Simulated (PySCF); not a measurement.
## `O=C1C=C(C2CCC2)CO1`: 4 charge schemes on one density

Species: C8H10O2.
SMILES with atom numbers: `[O:1]=[C:2]1[CH:3]=[C:4]([CH:5]2[CH2:6][CH2:7][CH2:8]2)[CH2:9][O:10]1` (hydrogens: H11 on C3; H12 on C5; H13, H14 on C6; H15, H16 on C7; H17, H18 on C8; H19, H20 on C9)

Geometry (GFN2-xTB, Å), atoms numbered from 1 in this order:
```xyz
20
C8H10O2 angstrom
O      4.0029   -1.2251    0.1287
C      3.0082   -0.5679    0.0117
C      1.6251   -1.0054   -0.2479
C      0.8358    0.0699   -0.2983
C     -0.6234    0.1968   -0.5137
C     -1.4973   -1.0664   -0.4244
C     -2.4896   -0.2945    0.4582
C     -1.4431    0.8135    0.6441
C      1.6951    1.2830   -0.0696
O      3.0025    0.7897    0.1115
H      1.3727   -2.0392   -0.3754
H     -0.7988    0.7439   -1.4441
H     -1.0045   -1.8705    0.1155
H     -1.8800   -1.4506   -1.3666
H     -2.8137   -0.7991    1.3649
H     -3.3649    0.0451   -0.0911
H     -1.7845    1.8362    0.5003
H     -0.9238    0.7408    1.5977
H      1.6824    1.9663   -0.9268
H      1.3939    1.8444    0.8222
```

Density: PBE0/pcSseg-1 (PySCF); schemes: Mulliken, IAO, Hirshfeld and ESP-fitted. The structure is a single GFN2-xTB conformer in the gas phase; no vibrational or solvent corrections.

Problem. Give the atomic charges in each scheme.

Solution. In e; atoms taken as equivalent share a row and are averaged (×n: the atom named and its like, n in all):

```tsv
atom	environment	Mulliken	IAO	Hirshfeld	ESP-fitted
O1	ester carbonyl oxygen	-0.390	-0.445	-0.279	-0.551
C2	ester carbonyl carbon	+0.539	+0.509	+0.184	+0.807
C3	alkene CH carbon	-0.169	-0.251	-0.074	-0.368
C4	fully substituted alkene carbon	-0.228	+0.034	+0.024	-0.177
C5	allylic carbon	-0.272	-0.126	-0.020	+0.231
C6/C8	four-membered-ring carbon	-0.139	-0.264	-0.067	-0.213
C7	four-membered-ring carbon	-0.230	-0.262	-0.067	-0.030
C9	sp3 carbon bound to oxygen	+0.215	-0.066	+0.009	+0.271
O10	ester single-bonded oxygen	-0.451	-0.344	-0.117	-0.457
H11	vinylic hydrogen	+0.083	+0.174	+0.064	+0.173
H12	methine hydrogen	+0.140	+0.149	+0.049	+0.039
H13/H18	methylene hydrogen	+0.123	+0.139	+0.041	+0.107
H14/H17	methylene hydrogen	+0.130	+0.139	+0.041	+0.049
H15	methylene hydrogen	+0.126	+0.140	+0.042	+0.033
H16	methylene hydrogen	+0.122	+0.140	+0.042	+0.057
H19/H20	methylene hydrogen	+0.144	+0.161	+0.057	+0.044
```

Mean size of the charges over all atoms: IAO 0.202 e, Mulliken 0.202 e, ESP-fitted 0.201 e, Hirshfeld 0.069 e. Each set sums to the total charge, 0, to within 0.001 e. The ESP scheme fits charges at the nuclei, held to the total charge, to the electrostatic potential on points at 1.4 to 2.0 times the van der Waals radii.

Lowest charge. The schemes don't all agree: Mulliken O10 (-0.451); IAO O1 (-0.445); Hirshfeld O1 (-0.279); ESP-fitted O1 (-0.551).

Highest charge. All schemes agree: Mulliken C2 (+0.539); IAO C2 (+0.509); Hirshfeld C2 (+0.184); ESP-fitted C2 (+0.807).

Problem. How many electrons does the Hirshfeld scheme count on C3?

Solution. Z − q = 6 − (-0.074) = 6.074.

Problem. Sum the charges by element.

Solution. 
```
element  atoms  Mulliken     IAO  Hirshfeld  ESP-fitted
      O      2    -0.842  -0.789     -0.396      -1.008
      C      8    -0.423  -0.692     -0.078      +0.307
      H     10    +1.265  +1.481     +0.474      +0.700
```
